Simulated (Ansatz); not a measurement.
Basis sets compared for the cluster Sn₂Br₄ (the lowest singlet isomer of a short search). Total charge 0; singlet. Geometry PBE0-D4/def2-SVP. Ansatz on 4 threads of Arm Neoverse V1 on a shared host; times are rough, and most runs start from earlier orbitals.

```xyz
6

Sn    0.603   -1.279    0.664
Sn   -0.480    1.711   -1.406
Br   -1.806   -0.581   -0.624
Br    1.359    0.345   -2.589
Br    0.808    1.511    1.027
Br   -0.484   -1.706    2.928
```

In the def2 sets Sn takes a core potential; there is no spin–orbit coupling. B3LYP takes the VWN-RPA correlation. The structure comes from a short search, and lower isomers may exist.

Binding counts from free atoms (Sn triplet, Br doublet) in the same basis, without a counterpoise term.

| level | functions | energy (Eh) | HOMO (eV) | LUMO (eV) | binding per atom (eV) | wall time |
| --- | --- | --- | --- | --- | --- | --- |
| PBE-D4/def2-SVP | 180 | -10722.7194 | -6.37 | -2.98 | 2.73 | 3 s |
| PBE-D4/def2-TZVP | 292 | -10723.9840 | -6.51 | -3.09 | 2.73 | 6 s |
| B3LYP-D4/def2-TZVP | 292 | -10725.7914 | -7.33 | -2.65 | 2.60 | 20 s |
| PBE0-D4/def2-SVP | 180 | -10723.0834 | -7.43 | -2.39 | 2.62 | 7 s |
| PBE0-D4/def2-TZVP | 292 | -10724.3461 | -7.51 | -2.46 | 2.64 | 22 s |

Question: Estimate the rows for PBE-D4/def2-TZVPD, B3LYP-D4/def2-TZVPD, PBE0-D4/def2-TZVPD.

Answer: 
```json
{"level": "PBE-D4/def2-TZVPD", "functions": "340", "energy (Eh)": "-10723.9859", "HOMO (eV)": "-6.54", "LUMO (eV)": "-3.13", "binding per atom (eV)": "2.73", "wall time": "11 s"}
{"level": "B3LYP-D4/def2-TZVPD", "functions": "340", "energy (Eh)": "-10725.7932", "HOMO (eV)": "-7.35", "LUMO (eV)": "-2.69", "binding per atom (eV)": "2.60", "wall time": "28 s"}
{"level": "PBE0-D4/def2-TZVPD", "functions": "340", "energy (Eh)": "-10724.3480", "HOMO (eV)": "-7.53", "LUMO (eV)": "-2.49", "binding per atom (eV)": "2.64", "wall time": "24 s"}
```
